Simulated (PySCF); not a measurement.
Harmonic spectrum computed at PBE0 in the def2-TZVP basis family (core potentials from Rb on, PySCF, no spin–orbit coupling):

```csv
symmetry,ω (cm⁻¹),IR (km/mol)
a,396,190
a,1008,1.2
b,1347,97.9
a,1464,0.2
b,3809,51.1
a,3809,13.3
```

Task: Which molecule gave it? In each, all ligands are bound to the one heavy central atom.
A. HZr(OH) (triplet)
B. HB(OH) (doublet)
C. HN(OH) (doublet)
D. HO(OH) (singlet)

Result: D. It has C2 symmetry with O–H 0.965 Å (×2), O–O 1.426 Å.
